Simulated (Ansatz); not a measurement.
Ansatz (a first-principles code) input (B3LYP/6-31G* with LANL2DZ past Ar): The .json file joins the Basis Set Exchange's 6-31G* for atoms up to Ar and LANL2DZ past it.

Ansatz 0.2 input:
```yaml
crystal:
  periodic: [false, false, false]
  atoms:
    - {symbol: Y, position_ang: [1.05652323, -0.42441052, 0.05654092]}
    - {symbol: O, position_ang: [1.96365153, -0.18908891, -1.54991903]}
    - {symbol: Br, position_ang: [-1.62610338, 0.51613490, 0.29126446]}
basis:
  gaussian:
    orbitals: 6-31Gs+LANL2DZ.json
hamiltonian:
  xc: {name: B3LYP}
total_charge: -1
magnetization: {spin_polarized: true, initial_magnetization: 1}
phonons: {temperatures: {t_min: 298.15, t_max: 298.15, t_step: 100}}
```

Output:

```
Functional definition: B3LYP
integrals: 0.01 GiB planned
588 factors; integrals over basis functions are off by at most 2.1e-4 eV
mean field: 0.18 GiB planned
mean field evaluation 1: about -3439.5779 eV, gradient 2.3e1 eV
mean field evaluation 2: about -3367.0275 eV, gradient 1.2e2 eV
mean field evaluation 4: about -3441.9999 eV, gradient 2.7e0 eV
mean field evaluation 8: about -3442.0604 eV, gradient 7.8e-2 eV
mean field evaluation 16: about -3442.0605 eV, gradient 3.1e-5 eV
mean field -3442.06052596 eV, -126.4933912166 hartree, gradient 3.1e-5 eV, S^2 0.750775; 0 other end points of the search recorded, 0 dependent functions left out
the calculation of the forces begins
reference -3442.06075450 eV, -126.4933996153 hartree; 14, 13 occupied and 31, 32 virtual orbitals, 588 factors
these checks for a lower state are left out or cut short: stability, starts, cluster_reference, orbital_swaps, neighbouring_geometries, increment
integrals: 0.01 GiB planned
588 factors; integrals over basis functions are off by at most 2.1e-4 eV
mean field: 0.18 GiB planned
mean field -3442.06049457 eV, -126.4933900629 hartree, gradient 1.3e-6 eV, S^2 0.750773; 0 other end points of the search recorded, 0 dependent functions left out
the calculation of the forces begins
reference -3442.06072313 eV, -126.4933984625 hartree; 14, 13 occupied and 31, 32 virtual orbitals, 588 factors
these checks for a lower state are left out or cut short: stability, starts, cluster_reference, orbital_swaps, neighbouring_geometries, increment
integrals: 0.01 GiB planned
588 factors; integrals over basis functions are off by at most 2.1e-4 eV
mean field: 0.18 GiB planned
mean field evaluation 32: about -3442.0605 eV, gradient 1.2e-6 eV
mean field -3442.06049267 eV, -126.4933899932 hartree, gradient 1.2e-6 eV, S^2 0.750777; 0 other end points of the search recorded, 0 dependent functions left out
the calculation of the forces begins
reference -3442.06072119 eV, -126.4933983911 hartree; 14, 13 occupied and 31, 32 virtual orbitals, 588 factors
these checks for a lower state are left out or cut short: stability, starts, cluster_reference, orbital_swaps, neighbouring_geometries, increment
integrals: 0.01 GiB planned
588 factors; integrals over basis functions are off by at most 2.1e-4 eV
mean field: 0.18 GiB planned
mean field -3442.06047959 eV, -126.4933895126 hartree, gradient 1.5e-6 eV, S^2 0.750771; 0 other end points of the search recorded, 0 dependent functions left out
the calculation of the forces begins
reference -3442.06070811 eV, -126.4933979106 hartree; 14, 13 occupied and 31, 32 virtual orbitals, 588 factors
these checks for a lower state are left out or cut short: stability, starts, cluster_reference, orbital_swaps, neighbouring_geometries, increment
integrals: 0.01 GiB planned
588 factors; integrals over basis functions are off by at most 2.1e-4 eV
mean field: 0.18 GiB planned
mean field -3442.06047801 eV, -126.4933894545 hartree, gradient 1.2e-6 eV, S^2 0.750780; 0 other end points of the search recorded, 0 dependent functions left out
the calculation of the forces begins
reference -3442.06070657 eV, -126.4933978539 hartree; 14, 13 occupied and 31, 32 virtual orbitals, 588 factors
these checks for a lower state are left out or cut short: stability, starts, cluster_reference, orbital_swaps, neighbouring_geometries, increment
integrals: 0.01 GiB planned
588 factors; integrals over basis functions are off by at most 2.1e-4 eV
mean field: 0.18 GiB planned
mean field -3442.06050669 eV, -126.4933905084 hartree, gradient 2.4e-6 eV, S^2 0.750777; 0 other end points of the search recorded, 0 dependent functions left out
the calculation of the forces begins
reference -3442.06073525 eV, -126.4933989079 hartree; 14, 13 occupied and 31, 32 virtual orbitals, 588 factors
these checks for a lower state are left out or cut short: stability, starts, cluster_reference, orbital_swaps, neighbouring_geometries, increment
integrals: 0.01 GiB planned
588 factors; integrals over basis functions are off by at most 2.1e-4 eV
mean field: 0.18 GiB planned
mean field -3442.06050769 eV, -126.4933905452 hartree, gradient 2.3e-6 eV, S^2 0.750773; 0 other end points of the search recorded, 0 dependent functions left out
the calculation of the forces begins
reference -3442.06073621 eV, -126.4933989432 hartree; 14, 13 occupied and 31, 32 virtual orbitals, 588 factors
these checks for a lower state are left out or cut short: stability, starts, cluster_reference, orbital_swaps, neighbouring_geometries, increment
integrals: 0.01 GiB planned
588 factors; integrals over basis functions are off by at most 2.1e-4 eV
mean field: 0.18 GiB planned
mean field evaluation 64: about -3442.0605 eV, gradient 9.1e-5 eV
mean field -3442.06047935 eV, -126.4933895036 hartree, gradient 1.2e-6 eV, S^2 0.750779; 0 other end points of the search recorded, 0 dependent functions left out
the calculation of the forces begins
reference -3442.06070791 eV, -126.4933979033 hartree; 14, 13 occupied and 31, 32 virtual orbitals, 588 factors
these checks for a lower state are left out or cut short: stability, starts, cluster_reference, orbital_swaps, neighbouring_geometries, increment
integrals: 0.01 GiB planned
588 factors; integrals over basis functions are off by at most 2.1e-4 eV
mean field: 0.18 GiB planned
mean field -3442.06048085 eV, -126.4933895588 hartree, gradient 1.5e-6 eV, S^2 0.750771; 0 other end points of the search recorded, 0 dependent functions left out
the calculation of the forces begins
reference -3442.06070937 eV, -126.4933979566 hartree; 14, 13 occupied and 31, 32 virtual orbitals, 588 factors
these checks for a lower state are left out or cut short: stability, starts, cluster_reference, orbital_swaps, neighbouring_geometries, increment
integrals: 0.01 GiB planned
588 factors; integrals over basis functions are off by at most 2.1e-4 eV
mean field: 0.18 GiB planned
mean field -3442.06051065 eV, -126.4933906541 hartree, gradient 2.6e-6 eV, S^2 0.750775; 0 other end points of the search recorded, 0 dependent functions left out
the calculation of the forces begins
reference -3442.06073915 eV, -126.4933990512 hartree; 14, 13 occupied and 31, 32 virtual orbitals, 588 factors
these checks for a lower state are left out or cut short: stability, starts, cluster_reference, orbital_swaps, neighbouring_geometries, increment
integrals: 0.01 GiB planned
588 factors; integrals over basis functions are off by at most 2.1e-4 eV
mean field: 0.18 GiB planned
mean field -3442.06051155 eV, -126.4933906872 hartree, gradient 2.6e-6 eV, S^2 0.750775; 0 other end points of the search recorded, 0 dependent functions left out
the calculation of the forces begins
reference -3442.06074014 eV, -126.4933990875 hartree; 14, 13 occupied and 31, 32 virtual orbitals, 588 factors
these checks for a lower state are left out or cut short: stability, starts, cluster_reference, orbital_swaps, neighbouring_geometries, increment
integrals: 0.01 GiB planned
588 factors; integrals over basis functions are off by at most 2.1e-4 eV
mean field: 0.18 GiB planned
mean field evaluation 96: about -3442.0605 eV, gradient 9.2e-7 eV
mean field -3442.06052555 eV, -126.4933912016 hartree, gradient 9.2e-7 eV, S^2 0.750775; 0 other end points of the search recorded, 0 dependent functions left out
the calculation of the forces begins
reference -3442.06075409 eV, -126.4933996001 hartree; 14, 13 occupied and 31, 32 virtual orbitals, 588 factors
these checks for a lower state are left out or cut short: stability, starts, cluster_reference, orbital_swaps, neighbouring_geometries, increment
integrals: 0.01 GiB planned
588 factors; integrals over basis functions are off by at most 2.1e-4 eV
mean field: 0.18 GiB planned
mean field -3442.06052562 eV, -126.4933912043 hartree, gradient 8.7e-7 eV, S^2 0.750775; 0 other end points of the search recorded, 0 dependent functions left out
the calculation of the forces begins
reference -3442.06075417 eV, -126.4933996032 hartree; 14, 13 occupied and 31, 32 virtual orbitals, 588 factors
Total energy: -3442.06075450 eV, -126.4933996153 hartree
Atom 0 at     1.056523    -0.424411     0.056541 Å, force     0.000385     0.000016    -0.000449 eV/Å
Atom 1 at     1.963652    -0.189089    -1.549919 Å, force    -0.000232    -0.000067     0.000429 eV/Å
Atom 2 at    -1.626103     0.516135     0.291264 Å, force    -0.000153     0.000051     0.000020 eV/Å
Dipole moment:    -0.405444    -0.015964     0.471816 e Å
Vibrations: 105.13 181.40 835.44 cm⁻¹, zero-point energy 0.069554 eV
```

The blocks after the first are displaced geometries, from whose forces the wavenumbers follow.

The dipole moment of an ion depends on the origin.
